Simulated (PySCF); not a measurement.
Se⁺: ionisation energy

Se⁺ [Ar] 3d10 4s2 4p3 (4S) → Se²⁺ [Ar] 3d10 4s2 4p2 (3P), as a difference of total energies. Computed with PySCF 2.14 in aug-cc-pVDZ-DK (6s5p3d, 36 functions), with scalar relativity by spin-free X2C-1e. Correlated levels: valence: [Ar] 3d10 frozen. The calculations carry no spin-orbit coupling.

```csv
method,ionisation energy (eV)
UHF,20.841
MP2 (valence),21.206
SCS-MP2 (valence),21.078
CCSD (valence),21.159
CCSD(T) (valence),21.165
CCSDT (valence),21.165
```

Question: How much does correlation contribute at CCSD(T) (valence)?

Answer: 21.165 − (20.841) = 0.324 eV, measured against UHF.

A first-order spin-orbit estimate (lowest level to lowest level, LS coupling) adds -0.290 eV.

Errors of the correlated levels include the incompleteness of this basis and the frozen core.

For comparison: 21.196 ± 0.01 eV (measured; NIST Atomic Spectra Database, ionization energies).
